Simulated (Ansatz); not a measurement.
The same molecule with X = Mg, Zn, Cd. Ansatz, PBE0-D4/def2-TZVP geometries, multiplicity 1. Each molecule was computed in one conformer, which needn't be the lowest.

Elements past krypton have def2 core potentials. Scalar relativity is left out up to krypton.

```json
{"X": "Zn", "molecule": "`[NH2][Zn][NH2]`", "mean X–N bond length / Å": "1.811", "HOMO energy (PBE0/def2-TZVPP) / eV": "-6.76", "zero-point energy (PBE0-D4/def2-TZVP) / kJ/mol": "130.2", "LUMO energy (ωB97M-V/def2-TZVPP) / eV": "1.09"}
{"X": "Cd", "molecule": "`[NH2][Cd][NH2]`", "mean X–N bond length / Å": "2.005", "HOMO energy (PBE0/def2-TZVPP) / eV": "-6.67", "zero-point energy (PBE0-D4/def2-TZVP) / kJ/mol": "130.0", "LUMO energy (ωB97M-V/def2-TZVPP) / eV": "0.94"}
```

Task: Give the row for X = Mg, `[NH2][Mg][NH2]`. (Estimate.)

Result: The calculation gave: 
```csv
X,molecule,mean X–N bond length / Å,HOMO energy (PBE0/def2-TZVPP) / eV,zero-point energy (PBE0-D4/def2-TZVP) / kJ/mol,LUMO energy (ωB97M-V/def2-TZVPP) / eV
Mg,`[NH2][Mg][NH2]`,1.886,-6.21,126.1,0.46
```

From Mg to Cd the mean X–N bond length isn't monotonic: highest at Cd, lowest at Zn; the HOMO energy (PBE0/def2-TZVPP) isn't monotonic: highest at Mg, lowest at Zn; the zero-point energy (PBE0-D4/def2-TZVP) isn't monotonic: highest at Zn, lowest at Mg; the LUMO energy (ωB97M-V/def2-TZVPP) isn't monotonic: highest at Zn, lowest at Mg. Bonds lengthen as the atom grows down the group.
